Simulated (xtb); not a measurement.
C4H5O2 (SMILES CC(=O)C=[C]O), doublet, from a rough starting geometry; GFN2-xTB in xtb.

Here is a job for xtb.
```
$ xtb mol.xyz --gfn 2 --uhf 1 --opt vtight --json

# file mol.xyz
11

C      1.30955479     0.39881080     0.20077163
C      0.59897147    -0.22101131    -1.00382413
O      1.18383536    -0.36915608    -2.02166879
C     -0.81499300    -0.55174036    -0.78960653
C     -1.63769470    -0.30743871     0.24916173
O     -1.38658901     0.17665904     1.43349965
H      0.68471538     1.24649015     0.58537995
H      2.30285621     0.67539088    -0.00924511
H      1.30455722    -0.31513920     1.05540888
H     -1.25770625    -1.05152339    -1.66179077
H     -2.19671581     0.35580662     1.90390120
```

It wrote (shortened):

```
   ID    Z sym.   atoms
    1    6 C      1, 2, 4, 5
    2    8 O      3, 6
    3    1 H      7-11

           -------------------------------------------------
          |                Calculation Setup                |
           -------------------------------------------------

           -------------------------------------------------
          |                 G F N 2 - x T B                 |
           -------------------------------------------------

          ...................................................
          :                      SETUP                      :
          :.................................................:
          :  # basis functions                  29          :
          :  # atomic orbitals                  29          :
          :  # shells                           17          :
          :  # electrons                        33          :
          :  max. iterations                   250          :
          :  Hamiltonian                  GFN2-xTB          :
          :  restarted?                      false          :
          :  GBSA solvation                  false          :
          :  PC potential                    false          :
          :  electronic temp.          300.0000000     K    :
          :  accuracy                    1.0000000          :
          :  -> integral cutoff          0.2500000E+02      :
          :  -> integral neglect         0.1000000E-07      :
          :  -> SCF convergence          0.1000000E-05 Eh   :
          :  -> wf. convergence          0.1000000E-03 e    :
          :  Broyden damping             0.4000000          :
          :  net charge                          0          :
          :  unpaired electrons                  1          :
          ...................................................

 iter      E             dE          RMSdq      gap      omega  full diag
   1    -19.2754903 -0.192755E+02  0.481E+00    1.99       0.0  T
   2    -19.2838725 -0.838221E-02  0.329E+00    2.29       1.0  T
   3    -19.3008391 -0.169667E-01  0.231E+00    1.65       1.0  T
   4    -19.3235034 -0.226643E-01  0.928E-01    2.29       1.0  T
   5    -19.3349424 -0.114390E-01  0.157E-01    2.09       1.0  T
   6    -19.3349864 -0.440133E-04  0.877E-02    2.09       1.0  T
   7    -19.3349936 -0.719646E-05  0.308E-02    2.10       1.0  T
   8    -19.3349983 -0.464784E-05  0.126E-02    2.09       2.4  T
[...]
 * total energy  :   -19.1186831 Eh     change       -0.4919657E-04 Eh
 * total energy  :   -19.1186993 Eh     change       -0.1617298E-04 Eh
 * total energy  :   -19.1187159 Eh     change       -0.1664328E-04 Eh
 * total energy  :   -19.1187258 Eh     change       -0.9887360E-05 Eh
 * total energy  :   -19.1187436 Eh     change       -0.1777410E-04 Eh
 * total energy  :   -19.1187568 Eh     change       -0.1324849E-04 Eh
 * total energy  :   -19.1187622 Eh     change       -0.5400086E-05 Eh
 * total energy  :   -19.1187654 Eh     change       -0.3192683E-05 Eh
 * total energy  :   -19.1187664 Eh     change       -0.1025079E-05 Eh
 * total energy  :   -19.1187667 Eh     change       -0.2567706E-06 Eh
 * total energy  :   -19.1187668 Eh     change       -0.1328135E-06 Eh
 * total energy  :   -19.1187669 Eh     change       -0.6302703E-07 Eh
   *** GEOMETRY OPTIMIZATION CONVERGED AFTER 16 ITERATIONS ***
         :: total energy             -19.118766895123 Eh    ::
[...]
     8   1 H        0.925     0.065     2.136     2.286
     9   1 H        0.925     0.073     2.049     2.239
    10   1 H        0.926     0.073     2.048     2.238
    11   1 H        0.805     0.319     0.666     1.282

 Mol. C6AA /au·bohr⁶  :       1294.947472
 Mol. C8AA /au·bohr⁸  :      29996.987075
 Mol. α(0) /au        :         54.896746

Wiberg/Mayer (AO) data.
largest (>0.10) Wiberg bond orders for each atom

 ---------------------------------------------------------------------------
     #   Z sym  total        # sym  WBO       # sym  WBO       # sym  WBO
 ---------------------------------------------------------------------------
     1   6 C    3.994 --     2 C    1.001     8 H    0.981     9 H    0.960
                             7 H    0.960
     2   6 C    3.922 --     3 O    1.802     1 C    1.001     4 C    0.991
     3   8 O    2.141 --     2 C    1.802     5 C    0.152
     4   6 C    3.956 --     5 C    1.827     2 C    0.991    10 H    0.941
                             6 O    0.106
     5   6 C    3.345 --     4 C    1.827     6 O    1.218     3 O    0.152
     6   8 O    2.263 --     5 C    1.218    11 H    0.866     4 C    0.106
     7   1 H    0.995 --     1 C    0.960
     8   1 H    0.996 --     1 C    0.981
     9   1 H    0.995 --     1 C    0.960
    10   1 H    0.994 --     4 C    0.941
    11   1 H    0.898 --     6 O    0.866
 ---------------------------------------------------------------------------

Topologies differ in total number of bonds
Writing topology from bond orders to xtbtopo.mol

molecular dipole:
                 x           y           z       tot (Debye)
 q only:       -0.911       0.265       1.284
   full:       -1.052       0.333       1.551       4.839
molecular quadrupole (traceless):
                xx          xy          yy          xz          yz          zz
 q only:        3.940       1.385      -0.684       0.537      -0.827      -3.255
  q+dip:        4.755       1.240      -1.149      -0.570      -1.119      -3.607
   full:        4.362       1.019      -0.138      -0.021      -1.726      -4.224

optimized geometry written to: xtbopt.xyz

           -------------------------------------------------
          | TOTAL ENERGY              -19.118766895123 Eh   |
          | GRADIENT NORM               0.000080245287 Eh/α |
          | HOMO-LUMO GAP               1.873311504065 eV   |
           -------------------------------------------------
```
